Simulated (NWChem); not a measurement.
System: Si₂H₃Br, singlet; SMILES [SiH3][Si]Br

Program: NWChem. Pople sets run with spherical d functions. Low-valent species are run as closed-shell singlets; no triplet was tried in these runs. All runs use the structure optimised with PBE0/def2-SVP. B3LYP is NWChem's, with the RPA form of VWN correlation. Level: B3LYP/6-31G* with SMD (1 M gas to 1 M solution), gas-phase geometry. Reactions with the solvent are ignored.

**Question.** Predict the results for solvent cyclohexanone. Quantities: solvation free energy (kcal/mol); cavity-dispersion-structure term (kcal/mol); dipole in solution (D).

**Answer.** The solvation free energy (kcal/mol) is -3.1. The cavity-dispersion-structure term (kcal/mol) is -1.5. The dipole in solution (D) is 1.50.
